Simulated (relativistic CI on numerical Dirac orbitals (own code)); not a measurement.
Ligand-field terms of d4

Computed with a parametric ligand-field model of a d^n configuration (Racah B and C, spin-orbit zeta, crystal field), exact diagonalisation.

Field parameters in Wybourne normalisation: Oh B⁴₀ = 21Dq, B⁴₄ = √(5/14) B⁴₀; Td as Oh with Dq negative (B⁴₀ = 21Dq, B⁴₄ = √(5/14) B⁴₀). The field is a parameter set, without covalency.

(1) Lowest levels for B = 770, C = 2960, ζ = 620 cm⁻¹, Oh, 10Dq = 34250 cm⁻¹?

(2) Lowest levels for B = 440, C = 1990, ζ = 460 cm⁻¹, Oh, 10Dq = 28350 cm⁻¹?

(3) Lowest levels for B = 710, C = 2590, ζ = 530 cm⁻¹, Oh, 10Dq = 9500 cm⁻¹?

(4) Lowest levels for B = 750, C = 3620, ζ = 210 cm⁻¹, Td, 10Dq = -3050 cm⁻¹?

(5) Lowest levels for B = 380, C = 1330, ζ = 670 cm⁻¹, Oh, 10Dq = 25950 cm⁻¹?

## Answers

(1) A1 0 (S 1.00), T1 369 (S 1.00), T2 962 (S 1.00), E 963 (S 1.00), T2 9748 (S 0.01), E 10797 (S 0.01), A2 16345 (S 2.00), T2 16352 (S 2.00), E 16359 (S 2.00) cm⁻¹, with S from ⟨S²⟩ = S(S + 1). The ground level has 0.02 electrons in the cubic e pair.

(2) A1 0 (S 1.00), T1 274 (S 1.00), T2 714 (S 1.00), E 716 (S 1.00), T2 6476 (S 0.01), E 6972 (S 0.01), A1 14475 (S 0.01), A2 16669 (S 2.00), T2 16672 (S 2.00) cm⁻¹, with S from ⟨S²⟩ = S(S + 1). The ground level has 0.01 electrons in the cubic e pair.

(3) A1 0 (S 1.98), T1 47 (S 1.99), E 90 (S 1.99), T2 122 (S 2.00), A2 154 (S 2.00), A1 5888 (S 1.02), T1 6160 (S 1.01), T2 6495 (S 1.00), E 6537 (S 1.01) cm⁻¹, with S from ⟨S²⟩ = S(S + 1). The ground level has 0.99 electrons in the cubic e pair.

(4) A1 0 (S 2.00), T1 13 (S 2.00), T2 24 (S 2.00), E 172 (S 2.00), T1 179 (S 2.00), T2 285 (S 2.00), A2 3182 (S 2.00), T2 3187 (S 2.00), E 3191 (S 2.00) cm⁻¹, with S from ⟨S²⟩ = S(S + 1). The ground level has 1.99 electrons in the cubic e pair.

(5) A1 0 (S 1.00), T1 460 (S 1.00), T2 1075 (S 0.99), E 1087 (S 0.99), T2 5239 (S 0.04), E 5661 (S 0.03), A1 11347 (S 0.03), A2 18103 (S 2.00), T2 18108 (S 2.00) cm⁻¹, with S from ⟨S²⟩ = S(S + 1). The ground level has 0.01 electrons in the cubic e pair.
